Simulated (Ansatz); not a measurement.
The same ligand exchange along the group O, S, Se.

Program: Ansatz. Geometries: PBE0-D4/def2-TZVP. ΔE: electronic, gas phase. CBS: MP2 limit from def2 TZ/QZ plus the TZ coupled-cluster correction, frozen cores. This one scheme is used for every species. DFT in def2-TZVPP. B3LYP here is the variant with VWN-RPA as its local correlation; programs differ in this. For Se outer-core shells are correlated without core-valence functions, which leaves a few kJ/mol of doubt a bond. Scalar relativity is left out up to krypton. One conformer a species, not always the lowest.

| reaction | CCSD(T)/CBS(def2) (kJ/mol) |
| --- | --- |
| `OBN[SiH3]` + H–F → `FBN[SiH3]` + H₂O | -15 |
| `[SiH3]NBS` + H–F → `FBN[SiH3]` + H₂S | -64 |
| `[SiH3]NB[SeH]` + H–F → `FBN[SiH3]` + H₂Se | ? |

Q: Fill in the missing values. (Best estimate.)

A: Computed: `[SiH3]NB[SeH]` + H–F → `FBN[SiH3]` + H₂Se: -67.4 kJ/mol.

Largest T1 diagnostic: 0.012, for `[SiH3]NBS`.
